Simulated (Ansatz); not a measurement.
Job for Ansatz (a first-principles code): R-wB97M-V/def2-TZVPP on Ba2, 2S+1 = 1, a spin state set in the input, which need not be the lowest, a point of a bond scan (R = 5.060 Å). Elements past Kr take the def2 small-core potentials; no spin–orbit coupling.

Ansatz 0.2 input:
```yaml
crystal:
  periodic: [false, false, false]
  atoms:
    - {symbol: Ba, position_ang: [0.00000000, 0.00000000, 0.00000000]}
    - {symbol: Ba, position_ang: [0.00000000, 0.00000000, 5.05977600]}
basis:
  gaussian:
    orbitals: def2-TZVPP
    pivot_positions_ang: [[0.00000000, 0.00000000, 0.00000000], [0.00000000, 0.00000000, 5.05977600]]
hamiltonian:
  xc: {name: wB97M-V}
output: {forces: true, orbitals: {seedname: ./end}}
```

Task: Predict the final total energy.

Result: -50.7629 hartree.
